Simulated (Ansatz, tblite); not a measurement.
Cost and result up the ladder for the cluster Sr6S5⁺ (11 atoms). Charge 1, multiplicity 2. Geometry: r2SCAN-D4/def2-SVP.

Cartesian coordinates in Å:
```
Sr 0.676 0.472 -1.709
Sr 0.488 3.171 0.656
Sr 4.047 2.093 -0.445
Sr -0.192 -0.877 1.674
Sr -3.087 -0.990 -0.450
Sr -1.318 -4.378 0.228
S 1.873 3.107 -1.788
S -1.536 1.287 0.125
S 2.098 0.760 1.050
S -2.563 -2.533 1.839
S -0.486 -2.112 -1.180
```

Ansatz on 4 threads of Intel Xeon on a shared host; xTB runs through tblite on one thread. Times are rough, summed over both states, and most runs start from the orbitals of an earlier one. PBE0-D4/def2-TZVP serves as the yardstick here, not as an exact answer. Differences are given only for rows in sets of like size (and for xTB, whose basis is part of the method), since another set adds its own error. The other state is a quartet at its own geometry, which has other bonds, so the gap mixes isomer and spin.

In the def2 sets Sr takes a core potential, while STO-3G treats all electrons; there is no spin–orbit coupling. The xTB rows come from tblite. Correlated methods freeze 25 core orbitals; core or outer-core shells of Sr are correlated, in sets that lack core-valence functions. The rows differ in basis, and correlated rows in double-zeta sets carry the largest basis error. HOMO above LUMO, or a gap near zero within one spin, warns that the state may not be the lowest or that an electron is smeared out. The structure comes from a short search, and lower isomers may exist.

Correlated methods converge slowly with the basis, most of all in double-zeta sets.

xTB has no spin-polarisation term.

```
                            level  functions  wall time  quartet − doublet (eV)  difference from PBE0-D4/def2-TZVP (eV)                                  remarks
                         GFN1-xTB         99     0.34 s                    2.18                                    0.04                                        –
                         GFN2-xTB         99      2.2 s                    1.11                                   -1.03                                        –
                     MP2/def2-SVP        228       87 s                    2.06                                       –                                        –
                 PBE-D4/def2-TZVP        383    1.7 min                    2.12                                   -0.02                                        –
                        HF/STO-3G        177    1.8 min                    0.59                                       –                                        –
                PBE0-D4/def2-TZVP        383    3.5 min                    2.14                                    0.00                                        –
                     HF/def2-TZVP        383    3.7 min                    1.47                                   -0.66                                        –
r2SCAN-D4/def2-TZVP (with forces)        383    4.9 min                    2.12                                   -0.01  gap within one spin near zero (doublet)
```
